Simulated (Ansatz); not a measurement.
CH₆AlFSi, SMILES [CH3][Al]([F])[SiH3].

Geometry optimised at r2SCAN-D4/def2-SVP. A frequency run showed that this geometry is not a minimum. The structure was generated by enumeration; whether it is a known compound was not checked.

Two levels are set side by side: PBE/def2-SVPD (Ansatz, a program for electronic structure) and CAM-B3LYP/def2-SVPD (Ansatz). Energy differences of separate SCF runs at the same geometry; the states with an electron removed or added have multiplicity 2 and 2. Differences are taken from unrounded values.

```
quantity                            PBE
---------------------------------  ----
vertical ionisation energy (eV)    9.39
vertical singlet–triplet gap (eV)  3.93
```

Problem. These are the PBE values. What does CAM-B3LYP give? (Estimate from the structure and the level; the computed values follow.)

Solution. 
```tsv
quantity	CAM-B3LYP	PBE minus CAM-B3LYP
vertical ionisation energy (eV)	9.79	-0.40
vertical singlet–triplet gap (eV)	4.40	-0.47
```
